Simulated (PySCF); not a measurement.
NaSr: everyday levels beside a composite calculation

PySCF; the state is a doublet (σ ↑). The composite is CCSD(T) extrapolated to the basis-set limit from two correlation-consistent sets, with core-valence (CV) and scalar-relativistic (SR) terms as its label shows; it has no spin–orbit coupling and nothing beyond (T). Here it is CCSD(T)/CBS(DT). It gives Re = 3.864 Å, ωe = 84.0 cm⁻¹ and De = 0.19 eV to Na + Sr.

```
       level      basis                           relativity  Re (Å)  ωe (cm⁻¹)  De (eV)
    ROHF-MP2   def2-SVP  scalar-relativistic core potentials   4.215       43.7     0.09
    ROHF-MP2  def2-SVPD  scalar-relativistic core potentials   4.172       47.4     0.10
   ROHF-CCSD  def2-SVPD  scalar-relativistic core potentials   3.990       68.9     0.15
ROHF-CCSD(T)  def2-SVPD  scalar-relativistic core potentials   3.957       73.3     0.17
         PBE  def2-SVPD  scalar-relativistic core potentials   3.868       91.8     0.30
      revPBE  def2-SVPD  scalar-relativistic core potentials   3.924       89.3     0.28
        PW91  def2-SVPD  scalar-relativistic core potentials   3.855       93.2     0.33
      r²SCAN   def2-SVP  scalar-relativistic core potentials   3.921       91.2     0.34
      r²SCAN  def2-SVPD  scalar-relativistic core potentials   3.922       91.3     0.34
        PBE0   def2-SVP  scalar-relativistic core potentials   3.898       89.8     0.27
```

Give the difference of each row from the composite.



```
       level      basis  ΔRe (pm)  Δωe (%)  ΔDe (eV)
    ROHF-MP2   def2-SVP     +35.1    -48.0     -0.10
    ROHF-MP2  def2-SVPD     +30.8    -43.6     -0.09
   ROHF-CCSD  def2-SVPD     +12.6    -18.0     -0.04
ROHF-CCSD(T)  def2-SVPD      +9.3    -12.7     -0.02
         PBE  def2-SVPD      +0.4     +9.3     +0.11
      revPBE  def2-SVPD      +6.0     +6.3     +0.09
        PW91  def2-SVPD      -0.9    +11.0     +0.14
      r²SCAN   def2-SVP      +5.7     +8.6     +0.15
      r²SCAN  def2-SVPD      +5.8     +8.7     +0.15
        PBE0   def2-SVP      +3.4     +6.9     +0.08
```

Which rows come closest in De?

ROHF-CCSD(T) in def2-SVPD (-0.02 eV), counted from the composite.

Correlated steps freeze the inner cores (1 to 15 orbitals); shallow outer-core shells are correlated. The bond is weak. Basis-set superposition, not corrected here, can be much of De in a small basis, most of all at correlated wavefunction levels. Functionals without a dispersion term scatter widely for such bonds, and LDA overbinds them. Spin–orbit coupling is left out. The state is the lowest determinant that a PBE0 search found; another state may lie lower at other levels.
